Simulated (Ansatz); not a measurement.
The same path of F$_{3}$H$_{3}$W (7 atoms, charge 0, multiplicity 1) was run twice with different band settings. Lost on the way: W1–H2. Made: H2–F3.

Level of theory: RKS PBE/def2-SVP (Ansatz 0.2.0).

Relaxed end points:

```xyz
7
Properties=species:S:1:pos:R:3
W 0.101 -0.248 0.156
H 0.113 0.916 1.410
F 1.892 -0.402 0.558
H 0.203 1.485 0.102
F -1.724 -0.201 0.402
F 0.019 -2.119 -0.315
H 0.205 0.439 -1.374
```

```xyz
7
Properties=species:S:1:pos:R:3
W -0.461 -0.392 -0.032
H 1.277 0.771 0.802
F 1.764 -0.074 0.654
H -0.077 1.088 0.793
F -2.252 -0.027 -0.103
F 0.355 -2.054 0.077
H 0.204 0.558 -1.251
```

Common settings: movable images 9; climbing image yes; optimiser quadratic models (default); start path through a guess of the saddle point; force threshold 0.05 eV/Å; end points relaxed.

| run | spring | iteration limit |
| --- | --- | --- |
| 1 | 5.0 eV/Å² | 42 |
| 2 | 50.0 eV/Å² | 40 |

What does each run give, and how far can it be trusted?

Run 1: converged after 30 iterations, highest image 1.945 eV above the first end. The profile has 2 maxima (images 3, 7) with wells between them (image 5): this band takes more than one step, which may be the mechanism or a detour left from its start path. A vibrational analysis at the climbing image gives one clearly imaginary mode, 476i cm⁻¹: a first-order saddle point.
Run 2: converged after 32 iterations, highest image 1.945 eV above the first end. The profile has 2 maxima (images 3, 7) with wells between them (image 5): this band takes more than one step, which may be the mechanism or a detour left from its start path. Another band between the same ends (9 images) ends at a top of the same energy, where a vibrational analysis finds 1 clearly imaginary mode.
The orbitals stay closed-shell, which can raise the energy where a bond breaks towards radicals; this wasn't checked here.
